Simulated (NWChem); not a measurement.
System meant: GeHOF$_{3}$; SMILES [F][Ge]([F])([F])[OH]

Input file for NWChem:

```
start job
memory heap 200 mb stack 900 mb global 1100 mb
geometry units angstroms noautoz
  O      1.238828    -1.193874    -0.269957
  Ge    -0.000270    -0.017535    -0.000503
  F     -0.248785     0.997891    -1.352584
  F     -1.453548    -0.836456     0.331549
  F      0.354245     1.017921     1.312408
  H      2.109628    -0.813091    -0.437695
end
basis spherical
  O library def2-svp
  Ge library def2-svp
  F library def2-svp
  H library def2-svp
end
dft
  odft
  mult 2
  xc pbe0
  iterations 150
  mulliken
end
task dft energy
```

End of the output:

```
 ==============================================================================
                                 internuclear angles
 ------------------------------------------------------------------------------
        center 1       |       center 2       |       center 3       |  degrees
 ------------------------------------------------------------------------------
    2 Ge               |   1 O                |   6 H                |   113.90
    1 O                |   2 Ge               |   3 F                |   112.64
    1 O                |   2 Ge               |   4 F                |   108.36
    1 O                |   2 Ge               |   5 F                |   112.52
    3 F                |   2 Ge               |   4 F                |   108.44
    3 F                |   2 Ge               |   5 F                |   106.14
    4 F                |   2 Ge               |   5 F                |   108.60
 ------------------------------------------------------------------------------
                            number of included internuclear angles:          7
 ==============================================================================

 Summary of "ao basis" -> "" (spherical)
 ------------------------------------------------------------------------------
       Tag                 Description            Shells   Functions and Types
 ---------------- ------------------------------  ------  ---------------------
 O                          def2-svp                 6       14   3s2p1d
 Ge                         def2-svp                12       32   5s4p3d
 F                          def2-svp                 6       14   3s2p1d
 H                          def2-svp                 3        5   2s1p

                                 NWChem DFT Module
                                 -----------------

 Summary of "ao basis" -> "ao basis" (spherical)
 ------------------------------------------------------------------------------
       Tag                 Description            Shells   Functions and Types
 ---------------- ------------------------------  ------  ---------------------
 O                          def2-svp                 6       14   3s2p1d
 Ge                         def2-svp                12       32   5s4p3d
 F                          def2-svp                 6       14   3s2p1d
 H                          def2-svp                 3        5   2s1p

  number of electrons :                   68
  multiplicity        :                    2
 ------------------------------------------------------------------------
  no. of electrons and multiplicity not compatible                  68
 ------------------------------------------------------------------------
 ------------------------------------------------------------------------
  current input line :
    24: task dft energy
 ------------------------------------------------------------------------
 ------------------------------------------------------------------------
 There is an error in the input file
 ------------------------------------------------------------------------
 For more information see the NWChem manual at https://nwchemgit.github.io

0: no. of electrons and multiplicity not compatible:Received an Error in Communication
```

Q: Can this run be used? If not, why, and what is the fix?

A: The program refused the input. Cause: the multiplicity doesn't fit the number of electrons (an even count wants an odd multiplicity, and the reverse). This input runs:
```
start job
memory heap 200 mb stack 900 mb global 1100 mb
geometry units angstroms noautoz
  O      1.238828    -1.193874    -0.269957
  Ge    -0.000270    -0.017535    -0.000503
  F     -0.248785     0.997891    -1.352584
  F     -1.453548    -0.836456     0.331549
  F      0.354245     1.017921     1.312408
  H      2.109628    -0.813091    -0.437695
end
basis spherical
  O library def2-svp
  Ge library def2-svp
  F library def2-svp
  H library def2-svp
end
dft
  xc pbe0
  iterations 150
  mulliken
end
task dft energy
```
It converges to -2451.30800 Ha (PBE0/def2-SVP).
